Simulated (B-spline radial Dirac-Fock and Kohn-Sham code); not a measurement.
# Electron-impact ionisation of Hf⁺

System: the Hf⁺ ion in the configuration [Xe] 4f14 5d1 6s2.

Input file task.json (cfg lists n, l and occupation; rrms is the nuclear radius in fm):

```json
{"items": [{
  "Z": 72,
  "q": 1,
  "cfg": [[1, 0, 2], [2, 0, 2], [2, 1, 6], [3, 0, 2], [3, 1, 6], [3, 2, 10], [4, 0, 2], [4, 1, 6], [4, 2, 10], [4, 3, 14], [5, 0, 2], [5, 1, 6], [5, 2, 1], [6, 0, 2]],
  "A": 180,
  "rrms": 5.347,
  "do": "impact",
  "T": [10.0, 15.0, 20.0, 30.0, 40.0, 50.0, 70.0, 100.0, 150.0, 200.0, 300.0, 500.0, 1000.0, 2000.0, 3000.0, 5000.0, 10000.0, 15000.0, 20000.0, 30000.0, 50000.0, 100000.0, 200000.0, 300000.0, 1000000.0]
}]}
```

Launch: `python xray2_run.py task.json out`

The computed values come from a radial atomic solver: the relativistic binary-encounter-Bethe (RBEB) model with Dirac-Fock orbital kinetic energies; direct ionisation only. For shells bound by less than 100 eV the term U + B of the denominator is divided by n when n is 3 or more, and by 2 for n = 1, 2 in singly charged ions. Excitation-autoionisation and multiple ionisation are left out; it is a semi-empirical estimate, least reliable for totals near the maximum.

Orbital inputs (open shells are filled statistically over j, and the NIST value is set on the highest orbital of the configuration average):

| subshell | N | B (eV) | source of B | U (eV) |
| --- | --- | --- | --- | --- |
| 1s | 2 | 65763.5 | Dirac-Fock −ε | 87928.2 |
| 2s | 2 | 11387.0 | Dirac-Fock −ε | 20480.6 |
| 2p1/2 | 2 | 10851.2 | Dirac-Fock −ε | 20353.5 |
| 2p3/2 | 4 | 9656.7 | Dirac-Fock −ε | 15897.2 |
| 3s | 2 | 2660.9 | Dirac-Fock −ε | 6450.2 |
| 3p1/2 | 2 | 2424.2 | Dirac-Fock −ε | 6315.3 |
| 3p3/2 | 4 | 2164.0 | Dirac-Fock −ε | 5246.6 |
| 3d3/2 | 4 | 1768.9 | Dirac-Fock −ε | 5068.6 |
| 3d5/2 | 6 | 1712.7 | Dirac-Fock −ε | 4829.1 |
| 4s | 2 | 574.2 | Dirac-Fock −ε | 1997.4 |
| 4p1/2 | 2 | 476.0 | Dirac-Fock −ε | 1879.8 |
| 4p3/2 | 4 | 415.9 | Dirac-Fock −ε | 1584.6 |
| 4d3/2 | 4 | 254.4 | Dirac-Fock −ε | 1368.5 |
| 4d5/2 | 6 | 243.2 | Dirac-Fock −ε | 1300.9 |
| 4f5/2 | 6 | 41.68 | Dirac-Fock −ε | 878.6 |
| 4f7/2 | 8 | 39.73 | Dirac-Fock −ε | 854.1 |
| 5s | 2 | 89.85 | Dirac-Fock −ε | 391.6 |
| 5p1/2 | 2 | 58.78 | Dirac-Fock −ε | 317.0 |
| 5p3/2 | 4 | 50.46 | Dirac-Fock −ε | 256.7 |
| 5d3/2 | 0.4 | 15.66 | Dirac-Fock −ε | 111.2 |
| 5d5/2 | 0.6 | 15.25 | Dirac-Fock −ε | 103.7 |
| 6s | 2 | 13.57 | Dirac-Fock −ε | 47.14 |

Inner-shell cross sections in barn (the model is not trusted for the total of d- and f-block atoms):

```
T (eV)     K    L1    L2    L3     M4     M5
  2000     –     –     –     –   1190   2480
  3000     –     –     –     –   5800   9920
  5000     –     –     –     –  10300  17000
 10000     –     –     –  13.4  12400  19900
 15000     –  43.1  55.6   205  11700  18700
 20000     –  90.8   106   329  10800  17200
 30000     –   142   160   445   9220  14500
 50000     –   173   190   496   7170  11300
100000  2.11   171   185   458   4960   7770
200000  5.59   151   162   390   3560   5560
300000  7.13   141   150   359   3070   4790
 1e+06  11.3   137   145   340   2560   3990
```
